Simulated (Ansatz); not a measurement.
Ansatz (a quantum-chemistry and plane-wave program) input (HF/6-31G* with LANL2DZ past Ar): The .json file joins the Basis Set Exchange's 6-31G* for atoms up to Ar and LANL2DZ past it.

Ansatz 0.2 input:
```yaml
crystal:
  periodic: [false, false, false]
  atoms:
    - {symbol: Ca, position_ang: [-0.00000000, -0.00000000, -0.52111138]}
    - {symbol: O, position_ang: [0.00000000, 0.00000000, 1.30277845]}
basis:
  gaussian:
    orbitals: 6-31Gs+LANL2DZ.json
hamiltonian:
  xc: {name: HF}
relax: {f_tol: 0.003, max_steps: 120}
```

Problem. What final total energy does it give?

Solution. -110.90701 Eh.
